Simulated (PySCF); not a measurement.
Isomers of C6H16BN, mass 113.138 u with the commonest isotopes. Method: PBE0-D3(BJ)/def2-SVP geometry optimisation, gas phase (PySCF). One conformer each, none proved a minimum here; rigid rotors.

Question: Order these by radius of gyration √(Σ m r²/M), smallest first.
A. `[CH3:1][C@H:2]1[CH2:3][BH2-:4][N+:5]([CH3:6])([CH3:7])[CH2:8]1` with C1–C2–C3–B4 153°, C2–C3–B4–N5 -8°, C3–B4–N5–C6 -138°, B4–N5–C8–C2 38°
B. `[BH3-:1][N+:2]([CH3:3])([CH3:4])[CH2:5][CH:6]1[CH2:7][CH2:8]1` with B1–N2–C5–C6 -179°, N2–C5–C6–C7 88°
C. `CN(C)BC(C)(C)C`

Answer: A (1.972 Å), B (2.083 Å), C (2.145 Å).

Question: Order these by dipole moment, smallest first.
A. `CN(C)BC(C)(C)C`
B. `[CH3:1][C@H:2]1[CH2:3][BH2-:4][N+:5]([CH3:6])([CH3:7])[CH2:8]1` with C1–C2–C3–B4 153°, C2–C3–B4–N5 -8°, C3–B4–N5–C6 -138°, B4–N5–C8–C2 38°
C. `[BH3-:1][N+:2]([CH3:3])([CH3:4])[CH2:5][CH:6]1[CH2:7][CH2:8]1` with B1–N2–C5–C6 -179°, N2–C5–C6–C7 88°

Answer: A (1.86 D), B (4.40 D), C (5.45 D).

Question: Order these by rotational constant A, largest first.
A. `[BH3-:1][N+:2]([CH3:3])([CH3:4])[CH2:5][CH:6]1[CH2:7][CH2:8]1` with B1–N2–C5–C6 -179°, N2–C5–C6–C7 88°
B. `[CH3:1][C@H:2]1[CH2:3][BH2-:4][N+:5]([CH3:6])([CH3:7])[CH2:8]1` with C1–C2–C3–B4 153°, C2–C3–B4–N5 -8°, C3–B4–N5–C6 -138°, B4–N5–C8–C2 38°
C. `CN(C)BC(C)(C)C`

Answer: A (3694 MHz), B (3333 MHz), C (3159 MHz).

```
                    SMILES  point group  Ia (u·Å²)  Ib (u·Å²)  Ic (u·Å²)      κ  μa (D)  μb (D)  μc (D)
    [BH3-][N+](C)(C)CC1CC1           C1     136.82     416.79     428.23  -0.97    4.15    2.03    2.90
C[C@H]1C[BH2-][N+](C)(C)C1           C1     151.63     347.55     380.35  -0.87    1.18    4.22    0.39
            CN(C)BC(C)(C)C            –     159.99     419.97     461.52  -0.90    1.60    0.94    0.01
```
